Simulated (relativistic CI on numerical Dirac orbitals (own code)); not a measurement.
# Zr¹²⁺: computed level list

Computed by Dirac-Coulomb-Breit CI, KLI orbitals optimised for each configuration, model QED (radiative potential, 1s self-energy scaled to tabulated hydrogen-like ionisation energies), unscaled Slater integrals (own radial code, finite nucleus).

CI space (outside the closed core [Ne]): 3s2 3p6 3d10, 3s2 3p6 3d9 4s, 3s2 3p6 3d9 4p, 3s2 3p6 3d9 4d, 3s2 3p6 3d8 4s2, 3s2 3p6 3d8 4s 4p, 3s2 3p6 3d9 4f, 3s2 3p6 3d9 5s, 3s2 3p6 3d8 4p2, 3s2 3p6 3d9 5p, 3s2 3p6 3d8 4s 4d, 3s2 3p5 3d10 4s, 3s2 3p6 3d9 5d, 3s2 3p6 3d8 4p 4d, 3s2 3p6 3d9 5f, 3s2 3p5 3d10 4p, 3s2 3p6 3d9 6s, 3s2 3p6 3d9 5g, 3s2 3p6 3d9 6p, 3s2 3p5 3d9 4s2, 3s2 3p6 3d9 6d, 3s2 3p6 3d8 4d2, 3s2 3p5 3d9 4s 4p, 3s2 3p5 3d10 4d, 3s 3p6 3d10 4s, 3s2 3p5 3d9 4p2, 3s2 3p5 3d9 4s 4d, 3s 3p6 3d9 4s2, 3s2 3p5 3d10 4f, 3s 3p6 3d10 4p, 3s2 3p5 3d10 5s, 3s2 3p5 3d9 4p 4d, 3s2 3p5 3d10 5p, 3s 3p6 3d9 4s 4p, 3s2 3p5 3d10 5d, 3s2 3p4 3d10 4s2. Levels of other configurations are missing.

| No. | Configuration | Term | J | E (cm⁻¹) | % | Landé g |
| --- | --- | --- | --- | --- | --- | --- |
| 1 | 3s2 3p6 3d10 | 1S | 0 | 0 | 100 |  |
| 2 | 3s2 3p6 3d9 4s | 3D | 3 | 1319078 | 100 | 1.332 |
| 3 | 3s2 3p6 3d9 4s | 3D | 2 | 1323523 | 63 | 1.103 |
| 4 | 3s2 3p6 3d9 4s | 3D | 1 | 1339030 | 100 | 0.496 |
| 5 | 3s2 3p6 3d9 4s | 1D | 2 | 1343681 | 63 | 1.061 |
| 6 | 3s2 3p6 3d9 4p | 3P° | 2 | 1525322 | 84 | 1.436 |
| 7 | 3s2 3p6 3d9 4p | 3F° | 3 | 1532817 | 56 | 1.082 |
| 8 | 3s2 3p6 3d9 4p | 3P° | 1 | 1547606 | 87 | 1.370 |
| 9 | 3s2 3p6 3d9 4p | 3F° | 2 | 1548883 | 89 | 0.727 |
| 10 | 3s2 3p6 3d9 4p | 3F° | 4 | 1552200 | 100 | 1.249 |
| 11 | 3s2 3p6 3d9 4p | 3P° | 0 | 1561957 | 100 |  |
| 12 | 3s2 3p6 3d9 4p | 1D° | 2 | 1562813 | 66 | 1.081 |
| 13 | 3s2 3p6 3d9 4p | 3D° | 3 | 1566164 | 69 | 1.230 |
| 14 | 3s2 3p6 3d9 4p | 1P° | 1 | 1567173 | 80 | 0.916 |
| 15 | 3s2 3p6 3d9 4p | 3F° | 3 | 1576897 | 43 | 1.101 |
| 16 | 3s2 3p6 3d9 4p | 3D° | 1 | 1581371 | 69 | 0.708 |
| 17 | 3s2 3p6 3d9 4p | 3D° | 2 | 1585248 | 59 | 1.083 |
| 18 | 3s2 3p6 3d9 4d | 3S | 1 | 1875633 | 89 | 1.938 |
| 19 | 3s2 3p6 3d9 4d | 3G | 4 | 1894884 | 61 | 1.033 |
| 20 | 3s2 3p6 3d9 4d | 3P | 2 | 1895904 | 67 | 1.381 |
| 21 | 3s2 3p6 3d9 4d | 3G | 5 | 1896209 | 100 | 1.199 |
| 22 | 3s2 3p6 3d9 4d | 1P | 1 | 1896373 | 52 | 1.035 |
| 23 | 3s2 3p6 3d9 4d | 3D | 3 | 1901285 | 71 | 1.238 |
| 24 | 3s2 3p6 3d9 4d | 3G | 3 | 1904955 | 39 | 0.970 |
| 25 | 3s2 3p6 3d9 4d | 3P | 0 | 1906143 | 100 |  |
| 26 | 3s2 3p6 3d9 4d | 3D | 2 | 1907066 | 34 | 1.116 |
| 27 | 3s2 3p6 3d9 4d | 3F | 4 | 1908349 | 67 | 1.169 |
| 28 | 3s2 3p6 3d9 4d | 3P | 1 | 1910728 | 45 | 1.298 |
| 29 | 3s2 3p6 3d9 4d | 3G | 3 | 1915829 | 53 | 0.877 |
| 30 | 3s2 3p6 3d9 4d | 3D | 1 | 1917641 | 75 | 0.726 |
| 31 | 3s2 3p6 3d9 4d | 1G | 4 | 1920818 | 36 | 1.094 |
| 32 | 3s2 3p6 3d9 4d | 3D | 2 | 1925059 | 34 | 1.005 |
| 33 | 3s2 3p6 3d9 4d | 3F | 2 | 1927487 | 54 | 0.828 |
| 34 | 3s2 3p6 3d9 4d | 3F | 3 | 1928857 | 53 | 1.077 |
| 35 | 3s2 3p6 3d9 4d | 1S | 0 | 2043861 | 95 |  |
| 36 | 3s2 3p6 3d9 4f | 3P° | 0 | 2219245 | 100 |  |
| 37 | 3s2 3p6 3d9 4f | 3P° | 1 | 2221426 | 93 | 1.432 |
| 38 | 3s2 3p6 3d9 4f | 3P° | 2 | 2225208 | 72 | 1.389 |
| 39 | 3s2 3p6 3d9 4f | 3H° | 6 | 2228713 | 100 | 1.166 |
| 40 | 3s2 3p6 3d9 4f | 3H° | 5 | 2230357 | 57 | 1.019 |
| 41 | 3s2 3p6 3d9 4f | 1D° | 2 | 2234089 | 40 | 0.930 |
| 42 | 3s2 3p6 3d9 4f | 3D° | 3 | 2234419 | 63 | 1.234 |
| 43 | 3s2 3p6 3d9 4f | 3F° | 4 | 2236680 | 82 | 1.210 |
| 44 | 3s2 3p6 3d9 4f | 3H° | 4 | 2237852 | 36 | 0.940 |
| 45 | 3s2 3p6 3d9 4f | 3G° | 5 | 2238424 | 69 | 1.141 |
| 46 | 3s2 3p6 3d9 4f | 1F° | 3 | 2239952 | 42 | 1.003 |
| 47 | 3s2 3p6 3d9 4f | 3D° | 1 | 2240984 | 90 | 0.579 |
| 48 | 3s2 3p6 3d9 4f | 3D° | 2 | 2247270 | 43 | 1.212 |
| 49 | 3s2 3p6 3d9 4f | 3H° | 4 | 2251352 | 64 | 0.879 |
| 50 | 3s2 3p6 3d9 4f | 1H° | 5 | 2252421 | 37 | 1.071 |
| 51 | 3s2 3p6 3d9 4f | 3F° | 2 | 2254821 | 66 | 0.801 |
| 52 | 3s2 3p6 3d9 4f | 3F° | 3 | 2256631 | 39 | 1.076 |
| 53 | 3s2 3p6 3d9 4f | 3G° | 4 | 2259358 | 46 | 1.066 |
| 54 | 3s2 3p6 3d9 4f | 3G° | 3 | 2260735 | 62 | 0.852 |
| 55 | 3s2 3p6 3d9 5s | 3D | 3 | 2269412 | 100 | 1.332 |
| 56 | 3s2 3p6 3d9 5s | 1D | 2 | 2271239 | 52 | 1.078 |
| 57 | 3s2 3p6 3d9 4f | 1P° | 1 | 2288672 | 95 | 0.991 |
| 58 | 3s2 3p6 3d9 5s | 3D | 1 | 2289436 | 100 | 0.496 |
| 59 | 3s2 3p6 3d9 5s | 3D | 2 | 2290882 | 52 | 1.085 |
| 60 | 3s2 3p6 3d9 5p | 3P° | 2 | 2357821 | 83 | 1.436 |
| 61 | 3s2 3p6 3d9 5p | 3F° | 3 | 2361743 | 52 | 1.082 |
| 62 | 3s2 3p6 3d9 5p | 3F° | 4 | 2369854 | 100 | 1.249 |
| 63 | 3s2 3p6 3d9 5p | 3P° | 1 | 2370576 | 63 | 1.274 |
| 64 | 3s2 3p6 3d9 5p | 1D° | 2 | 2372749 | 42 | 1.042 |
| 65 | 3s2 3p6 3d9 5p | 3D° | 3 | 2375516 | 78 | 1.259 |
| 66 | 3s2 3p6 3d9 5p | 3F° | 2 | 2381242 | 72 | 0.759 |
| 67 | 3s2 3p6 3d9 5p | 1P° | 1 | 2383897 | 69 | 1.015 |
| 68 | 3s2 3p6 3d9 5p | 3P° | 0 | 2384958 | 99 |  |
| 69 | 3s2 3p6 3d9 5p | 3F° | 3 | 2391619 | 48 | 1.072 |
| 70 | 3s2 3p6 3d9 5p | 3D° | 1 | 2392367 | 78 | 0.704 |

Energies count from the lowest computed level; ° marks odd parity.

The mean weight of the leading LS term, summed over parents, in these 70 levels is 69 %, and that of the leading jj configuration (from the same eigenvectors) 84 %, so jj coupling describes them better and the LS labels are nominal.

At this charge energies of transitions that change n are usually good to better than 1 %, and those within a shell (Δn = 0) to a few per cent.

LS names give the leading component of a level, which can be under half, so a name can repeat, a term be missing and a line seem to break the LS rules.
